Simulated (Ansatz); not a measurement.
C2H4Ge (`[CH]1=[CH][GeH2]1`). Charge 0, multiplicity 1.

Z-matrix (Å, degrees):
```
Ge
C 1 1.911
C 1 1.911 2 40.4
H 1 1.530 2 120.1 3 102.3
H 1 1.530 2 120.1 3 -102.3
H 2 1.084 1 152.8 3 180.0
H 3 1.084 1 152.8 2 -180.0
```

Q: What are the harmonic wavenumbers in cm⁻¹ at PBE0-D4/def2-TZVP (Ansatz, finite differences of forces, unscaled)? (Estimate.)

A: The calculation gave: 475, 556, 563, 638, 640, 654, 861, 936, 948, 1089, 1583, 2174, 2176, 3186, 3215.

Q: Is this a minimum?

A: Yes, all 15 modes are real.

Q: Give the ideal-gas thermochemistry at 298.15 K and 1 bar (rigid rotor, harmonic oscillator; point group C2v, symmetry number 2).

A: Zero-point energy 117.8 kJ/mol; H(298) − E = 130.9 kJ/mol; entropy 271.7 J/(mol·K), of which translation 166.4, rotation 91.1, vibration 14.2; G(298) − E = 49.9 kJ/mol.

Q: And at 400, 500, 600, 800 and 1000 K?

A: 
```csv
T (K),H − E (kJ/mol),S (J/mol/K),G − E (kJ/mol)
400,138.6,293.7,21.1
500,147.5,313.5,-9.3
600,157.3,331.5,-41.6
800,179.4,363.1,-111.1
1000,203.6,390.1,-186.5
```

Q: Rotational constants (cm⁻¹)?

A: 0.9304, 0.2299, 0.199.
